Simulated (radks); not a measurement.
Results of a calculation; reference values are marked as such.
Species: V II. Configuration: [Ar] 3d4.

Code: a radial shooting solver on a logarithmic mesh with Libxc functionals. Model: non-relativistic Kohn-Sham, LB94 model potential, spin-unpolarised, spherical densities, point nucleus.

Energy parts (eV):
kinetic: 25783.703
electron-nucleus: -60994.203
Hartree: 10768.520
(The LB94 potential has no energy functional, so no total or exchange-correlation energy is given.)

Orbitals (lengths in bohr, moments of r in powers of bohr; r(max) is where P^2 peaks):
1s: occ. 2; eigenvalue (eV) -5392.058; r(max) 0.04410; <r^4> 0.00009161
2s: occ. 2; eigenvalue (eV) -617.0389; r(max) 0.2583; <r^4> 0.02233
2p: occ. 6; eigenvalue (eV) -524.3953; r(max) 0.2086; <r^4> 0.01721
3s: occ. 2; eigenvalue (eV) -77.4677; r(max) 0.8287; <r^4> 1.934
3p: occ. 6; eigenvalue (eV) -52.8224; r(max) 0.8517; <r^4> 2.890
3d: occ. 4; eigenvalue (eV) -15.3953; r(max) 0.9127; <r^4> 19.38

The highest occupied level is 3d at -15.395 eV. Summed over all electrons, <r^2> = 21.64 bohr^2, which gives a Langevin (diamagnetic) susceptibility term of -17.1 x 10^-6 cm^3/mol.
